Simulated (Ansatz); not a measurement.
Reaction (ligand exchange at the Si–C bond): `CO[SiH2]C[SiH3]` + `OC1=CC1` → `[SiH3]OC1=CC1` + `CO[SiH2]C`

Calculated with Ansatz (gas phase, PBE0-D4/def2-TZVP geometries, no zero-point term in ΔE). CCSD(T)/CBS adds triple-zeta CCSD(T) − MP2 to the extrapolated MP2 energy (def2 sets, frozen cores). DFT in def2-TZVPP. Each species was taken in one conformer, which may not be the lowest.

(1) Is it downhill or uphill in electronic energy at CCSD(T)/CBS, and by how much? (Estimate.)

(2) What do these levels give: PBE0-D4, B2PLYP, PBE, PBE0, CCSD/def2-TZVPP, MP2/CBS(def2)? (Estimate.)

Largest T1 diagnostic among the species: 0.012.

## Answers

(1) Computed: Downhill: ΔE = -0.80 eV.

(2) Ansatz gave: PBE0-D4 -0.70, B2PLYP -0.85, PBE -0.67, PBE0 -0.70, CCSD/def2-TZVPP -0.83, MP2/CBS(def2) -0.82 eV.

In def2-TZVPP, CCSD(T) changes the Hartree–Fock value by +0.16 eV (the triples alone add +0.02 eV) and MP2 by +0.14 eV.
